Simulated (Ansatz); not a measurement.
Relaxation of AlClF3H3OSi (10 atoms, charge 0, multiplicity 1), to a largest force component of 0.03 eV/Å in at most 50 steps.

Theory: RKS PBE-D4/def2-SVP in Ansatz.

```xyz
10
Properties=species:S:1:pos:R:3
Si 0.057 0.149 -0.018
Cl 0.484 -0.334 1.974
F 1.419 -0.012 -0.851
F -0.487 1.632 -0.263
F -0.956 -0.960 -0.726
O -2.523 0.046 1.236
Al -3.033 -1.056 -0.038
H -3.106 -2.627 0.256
H -3.727 -0.302 -1.252
H -2.089 -0.274 2.065
```

**Question.** Where does it end, and by what steps?

**Answer.** It converged. After 20 steps the energy has fallen by 0.894 eV; F3 moved furthest, 1.30 Å. Joined: Si1–O6 (2.87 → 1.76 Å).

```tsv
step	energy less start (eV)	largest force component (eV/Å)	accepted
0	0.0000	1.234	yes
1	-0.0064	2.398	yes
2	-0.1132	0.876	yes
3	-0.1631	0.277	yes
4	-0.3081	0.683	yes
5	-0.4545	0.811	yes
6	-0.5607	1.436	yes
7	-0.6211	0.290	yes
8	-0.6349	0.094	yes
9	-0.6437	0.177	yes
10	-0.6537	0.132	yes
11	-0.6654	0.165	yes
12	-0.6765	0.517	yes
13	-0.6983	0.536	yes
14	-0.7551	0.701	yes
15	-0.8207	0.654	yes
16	-0.8695	0.602	yes
17	-0.8751	0.397	yes
18	-0.8811	0.371	yes
19	-0.8899	0.248	yes
20	-0.8942	0.025	yes
```

```xyz
10
Properties=species:S:1:pos:R:3
Si -0.284 0.153 0.323
Cl 0.503 0.746 2.181
F 0.840 -0.920 -0.123
F -0.325 1.584 -0.430
F -1.312 -0.509 -1.182
O -1.773 -0.449 1.048
Al -2.843 -1.126 -0.414
H -2.881 -2.712 -0.362
H -4.069 -0.152 -0.677
H -1.817 -0.354 2.020
```

Whether the end is a true minimum wasn't checked by a vibrational analysis.

Time of the run: 38 s on 4 threads of Arm Neoverse V1 (shared host), peak memory 0.2 GiB.
